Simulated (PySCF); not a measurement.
C2H12BN3Si2.
SMILES with atom numbers: `[SiH3:1][N:2]([SiH3:3])[B:4]1[NH:5][CH2:6][CH2:7][NH:8]1` (hydrogens: H9, H10, H11 on Si1; H12, H13, H14 on Si3; H15 on N5; H16, H17 on C6; H18, H19 on C7; H20 on N8)

Geometry (PBE0-D3(BJ)/def2-SVP, Å), atoms numbered from 1 in this order:
```
atom  x, y, z in Å
Si1   -1.952    1.753   -0.270
N2    -1.302    0.132   -0.184
Si3   -2.271   -1.315   -0.028
B4     0.143   -0.019   -0.213
N5     1.082    0.967   -0.648
C6     2.402    0.369   -0.712
C7     2.292   -0.848    0.218
N8     0.879   -1.177    0.190
H9    -1.406    2.484   -1.457
H10   -1.623    2.559    0.946
H11   -3.436    1.669   -0.405
H12   -2.173   -2.192   -1.234
H13   -1.835   -2.124    1.155
H14   -3.697   -0.920    0.170
H15    0.877    1.722   -1.287
H16    3.203    1.054   -0.387
H17    2.650    0.040   -1.740
H18    2.625   -0.574    1.239
H19    2.937   -1.676   -0.122
H20    0.548   -1.867    0.850
```

The calculation used PySCF 2.14.0, PBE0-D3(BJ)/def2-SVP geometry optimisation, gas phase.

Masses are those of the commonest isotopes; rigid-rotor values at the optimised geometry. The values belong to one conformer with, in the numbering `[SiH3:1][N:2]([SiH3:3])[B:4]1[NH:5][CH2:6][CH2:7][NH:8]1`, N2–B4–N5–C6 -172°, B4–N5–C6–C7 -21°, N5–C6–C7–N8 26°, C6–C7–N8–B4 -22°.

Q: Give the principal moments of inertia and the rotational constants in GHz.

A: Ia = 234.57, Ib = 508.22, Ic = 709.14 u·Å²; 505379 MHz·u·Å²/I gives 2154, 994.4 and 712.7 MHz, that is A = 2.1545, B = 0.9944, C = 0.7127 GHz.

Q: What kind of rotor is it?

A: An asymmetric top. Ray's parameter κ = (2B − A − C)/(A − C) = -0.609; −1 is the prolate and +1 the oblate limit.

Q: Is it planar, by Δ = Ic − Ia − Ib?

A: Not planar: Δ = Ic − Ia − Ib = -33.66 u·Å². For a rigid frame Δ = −2 Σ m c², so Σ m c² = 16.83 u·Å² lies off the ab plane: 11.16 from hydrogen and 5.67 from heavier atoms. The atom farthest from that plane is 1.53 Å away.

Q: Give the other two planar moments, Paa and Pbb, and the rms extents of the mass along the axes.

A: Paa = Σ m a² = (Ib + Ic − Ia)/2 = 491.40 and Pbb = Σ m b² = (Ia + Ic − Ib)/2 = 217.74 u·Å². With the mass M = 145.07 u, the rms extents √(P/M) along a, b and c are 1.84, 1.23, 0.34 Å.

Q: Where do the levels up to J = 4 lie, in MHz?

A: Above 0(0,0):
J = 1: 1(0,1) 1707, 1(1,1) 2867, 1(1,0) 3149
J = 2: 2(0,2) 5076, 2(1,2) 6000, 2(1,1) 6845, 2(2,1) 10325, 2(2,0) 10370
J = 3: 3(0,3) 10023, 3(1,3) 10672, 3(1,2) 12358, 3(2,2) 15446, 3(2,1) 15666, 3(3,1) 21977, 3(3,0) 21982
J = 4: 4(0,4) 16454, 4(1,4) 16858, 4(1,3) 19643, 4(2,3) 22239, 4(2,2) 22855, 4(3,2) 28884, 4(3,1) 28916, 4(4,1) 37921, 4(4,0) 37922

Q: Which types of transition are allowed, and where do some lines up to J = 3 fall?

A: The dipole components are |μa| = 1.36 D, |μb| = 0.00 D, |μc| = 0.00 D; the symmetry axis of this C2 structure is a, so μb and μc vanish by symmetry and there are no b-type or c-type lines. Some lines, for components of 0.1 D or more:

| type | branch | J(Ka,Kc) | MHz | lower level (cm⁻¹) |
| --- | --- | --- | --- | --- |
| a | Q | 2(1,1) ← 2(1,2) | 845 | 0.200 |
| a | Q | 3(1,2) ← 3(1,3) | 1686 | 0.356 |
| a | R | 1(0,1) ← 0(0,0) | 1707 | 0.000 |
| a | R | 2(1,2) ← 1(1,1) | 3132 | 0.096 |
| a | R | 2(0,2) ← 1(0,1) | 3369 | 0.057 |
| a | R | 2(1,1) ← 1(1,0) | 3696 | 0.105 |
| a | R | 3(1,3) ← 2(1,2) | 4672 | 0.200 |
| a | R | 3(0,3) ← 2(0,2) | 4947 | 0.169 |
| a | R | 3(2,2) ← 2(2,1) | 5121 | 0.344 |
| a | R | 3(2,1) ← 2(2,0) | 5295 | 0.346 |
| a | R | 3(1,2) ← 2(1,1) | 5513 | 0.228 |

Not checked by PBE0-D3(BJ)/def2-SVP frequencies. Zero-point vibration and centrifugal distortion are left out. A rigid rotor knows nothing of inversion at nitrogen or internal rotation, which can split or shift real lines. Quadrupole hyperfine structure (11B, 14N) is left out.
